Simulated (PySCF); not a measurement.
Numbering as in the mapped SMILES `[O:1]=[C:2]([Cl:3])[C:4]([F:5])([F:6])[F:7]`.

Computational details: PBE0-D3(BJ)/def2-TZVP geometry, shieldings: GIAO B97-2/pcSseg-2, in PySCF 2.14 (non-relativistic, no solvent model, one conformer, one averaged value for each set of equivalent atoms).

δ = σ(ref) − σ, references computed at the same level: ¹³C against TMS; H2O for ¹⁷O; HCl for ³⁵Cl; ¹⁹F vs CFCl3.

| atoms | nucleus | count | δ (ppm) |
| --- | --- | --- | --- |
| O1 | ¹⁷O | 1 | ? |
| Cl3 | ³⁵Cl | 1 | 428 |
| C2 | ¹³C | 1 | 175.0 |
| F5/F6/F7 | ¹⁹F | 3 | ? |
| C4 | ¹³C | 1 | 124.5 |

Fill in the missing shifts.

Results:


- O1: 581.1 ppm, carbonyl oxygen
- F5/F6/F7: -86.6 ppm, fluorine of a CF3 group

Carbons that carry Cl, above all several Cl atoms, come out too deshielded, partly because spin–orbit coupling is missing. Shifts are as computed. Against solution values, carbons near 30 ppm lie about +3 ppm off and those near 130 ppm about +7 ppm; carbons on Cl a further +5 ppm. Of 1211 compounds with measured shifts, 218 miss one by over three times the rms of a fit or turn the order of signals round; such compounds aren't used in these exercises. Unscaled 19F shifts against computed CFCl3 carry errors that often reach 10 to 50 ppm. Unscaled 17O shifts of doubly bonded oxygen tend to come out too high, by tens of ppm or more. Experimental scales use liquid or dissolved standards, which lie at an offset from isolated H2O (liquid H2O: subtract about 36 ppm).
